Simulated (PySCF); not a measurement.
Compound: C₆H₁₁OPSSi.
Numbering: `[CH3:1][C:2]1=[CH:3][P@:4](=[S:5])([CH2:6][OH:7])[CH:8]=[C:9]1[SiH3:10]`

Definitions: NICS(0) = −σiso at the ring centroid; NICS(1) = −σiso and NICS(1)zz = −σzz at ±1 Å along the ring normal z. Level: GIAO PBE0/pcSseg-1 (PySCF, non-relativistic, gas phase) on the GFN2-xTB geometry, one conformer.

Ring bond lengths (Å), with Mayer bond orders in brackets: C2–C3 1.344 (1.78), C3–P4 1.803 (0.88), P4–C8 1.806 (0.85), C8–C9 1.344 (1.78), C9–C2 1.471 (0.99).

Question: What do the NICS probes read (ppm)?

Answer: 
```
          ring                                                     type  NICS(0)  NICS(1), two faces  NICS(1)zz, two faces  rms pucker (Å)  centre to ring atoms, mean (Å)
C2–C3–P4–C8–C9  5-membered ring with P; formal bonds 2 double, 3 single      0.4         -3.0 / -3.0           -0.4 / -0.5            0.02                            1.32
```

Question: What can be read from them?

Answer: 
- C2–C3–P4–C8–C9: mean NICS(1)zz -0.5 ppm, near zero. P4 has four or more neighbours, and the NICS criterion for π rings isn't applied.

Question: What is the mean of the two in-plane components of NICS at the second NICS(1) probe listed for ring C2–C3–P4–C8–C9, 1 Å off the ring?

Answer: The isotropic value is a third of the trace: (3 × -3.0 − (-0.5))/2 = -4.2 ppm.

Question: Give the inner angles of the rings and the Hirshfeld charges of the ring atoms.

Answer: 
- C2–C3–P4–C8–C9: C2 114.9° (+0.023 e), C3 109.9° (-0.112 e), P4 91.0° (+0.319 e), C8 110.5° (-0.085 e), C9 113.7° (-0.082 e); sum 539.9° against 540° for a flat convex ring.

Hardware: an Arm Neoverse V1 with one thread, shared host with 32 logical CPUs at a one-minute load of 17. Cost: 85 s wall (with the writing of density and orbital grids), 1.1 GiB resident at most. This is the whole shielding run at PBE0/pcSseg-1, SCF included.

Conformer computed: `[CH3:1][C:2]1=[CH:3][P@:4](=[S:5])([CH2:6][OH:7])[CH:8]=[C:9]1[SiH3:10]`: C3–P4–C6–O7 -176°, H–O7–C6–P4 -49°.
